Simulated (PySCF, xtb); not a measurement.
Ga(H)2(OMe) (CH5GaO), SMILES C[O][GaH2].

GFN2-xTB (xtb) at its own geometry gives an orbital gap of 4.89 eV and a dipole moment of 0.39 D.

Geometry: B3LYP-D3(BJ)/def2-SVP.

Question: What does HF/def2-TZVPD (PySCF) give? (Estimate from the structure and the level; the computed values follow.)

Answer: gap 12.81 eV (levels -11.58 and 1.23 eV), dipole 1.35 D.
